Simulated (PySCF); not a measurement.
Run record: excited-state job, `N[SiH2]NC1C[Se]C1`.

Method: TDDFT PBE0/def2-SVPD, vertical, gas phase, core orbitals frozen in the response (PySCF 2.14.0, density-fitted response routines). Geometry: GFN2-xTB. The input is one job of a driver script: a line of settings, then coordinates in Å.

Command:
```bash
OMP_NUM_THREADS=1 python probes_run.py task.json out
```

Input:
```
{"job": {"kind": "uv", "xc": "PBE0", "basis": "def2-SVPD", "nstates": 8, "ntriplets": 3}, "charge": 0, "multiplicity": 1}
N      2.844318    -0.293292    -0.909196
Si     1.574135    -0.058666     0.231927
N      0.200460     0.104274    -0.796200
C     -1.160763     0.243122    -0.386280
C     -1.442660     1.189644     0.794179
Se    -2.846100     0.002522     1.511953
C     -1.785686    -1.031427     0.204846
H      3.782637    -0.311174    -0.547434
H      2.737533    -1.027523    -1.590771
H      1.306358    -1.156900     1.170329
H      1.979412     1.143050     0.974206
H      0.391326     0.503463    -1.700959
H     -1.763528     0.561572    -1.243097
H     -1.781339     2.191875     0.539795
H     -0.611089     1.236050     1.493698
H     -1.055480    -1.648326     0.722887
H     -2.376533    -1.636233    -0.479792
```

Output:
```
coarse grid: 64248 points
cycle   1  E = -2919.6475549071  dE = -1.662e-01  |g| = 5.027e-01  |ddm| = 5.977e+00
cycle   2  E = -2919.6087819994  dE =  3.877e-02  |g| = 6.527e-01  |ddm| = 2.013e+00
cycle   3  E = -2919.7033280266  dE = -9.455e-02  |g| = 6.437e-02  |ddm| = 1.112e+00
cycle   4  E = -2919.7044023507  dE = -1.074e-03  |g| = 2.191e-02  |ddm| = 1.616e-01
cycle   5  E = -2919.7045288227  dE = -1.265e-04  |g| = 1.011e-02  |ddm| = 5.720e-02
cycle   6  E = -2919.7045477840  dE = -1.896e-05  |g| = 2.281e-03  |ddm| = 1.496e-02
cycle   7  E = -2919.7045489625  dE = -1.179e-06  |g| = 5.603e-04  |ddm| = 5.248e-03
final grid: 134328 points
cycle   8  E = -2919.7046071771  dE = -6.538e-08  |g| = 8.012e-04  |ddm| = 1.110e-02
cycle   9  E = -2919.7046069112  dE =  2.659e-07  |g| = 1.277e-03  |ddm| = 3.010e-03
cycle  10  E = -2919.7046073458  dE = -4.346e-07  |g| = 9.314e-05  |ddm| = 1.907e-03
cycle  11  E = -2919.7046073469  dE = -1.103e-09  |g| = 1.173e-05  |ddm| = 1.428e-04
cycle  12  E = -2919.7046073470  dE = -2.683e-11  |g| = 6.947e-06  |ddm| = 3.365e-05
converged SCF energy = -2919.7046073470

Static polarisability (au): isotropic 103.918, principal 89.328 92.534 129.893

Singlet excitations
state   eV       nm        f      main configurations
  1   4.0447    306.5   0.00013   H->L 0.98
  2   5.2707    235.2   0.01768   H->L+2 0.71, H->L+3 0.27
  3   5.4426    227.8   0.01740   H->L+1 0.59, H->L+3 0.29, H->L+2 0.09
  4   5.7159    216.9   0.02188   H->L+3 0.43, H->L+1 0.35, H->L+2 0.17
  5   5.7508    215.6   0.08572   H-1->L 0.97
  6   6.0100    206.3   0.02515   H->L+4 0.95
  7   6.0878    203.7   0.01667   H-1->L+1 0.58, H-1->L+2 0.36
  8   6.2241    199.2   0.00909   H-1->L+2 0.57, H-1->L+1 0.38

Triplet excitations (Tamm-Dancoff, eV): 3.5614 4.8031 5.2992
```

The SCF starts on a coarse grid where the log names one; the energy can jump when the final grid takes over, and dE then counts from the start density on the new grid. H and L stand for HOMO and LUMO; the number after each pair is its weight.

Give the mean polarisability as a volume in Å³, and the ratio of the largest to the smallest principal value.

103.918 au × 0.148185 = 15.40 Å³; 129.893/89.328 = 1.45.

How does the lowest singlet excitation compare with the HOMO–LUMO gap?

HOMO -6.01 eV and LUMO -0.34 eV give a gap of 5.67 eV; S1 at 4.04 eV lies 1.63 eV below it.

Main results: HOMO -6.01 eV, LUMO -0.34 eV; lowest singlet 4.04 eV; lowest triplet 3.56 eV (Tamm–Dancoff); mean polarisability 103.9 au.

 The PBE0/def2-SVPD calculation is non-relativistic and has no spin–orbit coupling, an omission that weighs most on selenium.

Time: 1.7 min; peak memory 0.96 GiB. Hardware: an Arm Neoverse N1 with one thread, on a shared host.

One conformer stands for the species.
Labels such as C1 count atoms from 1, the log's own numbers from 0.
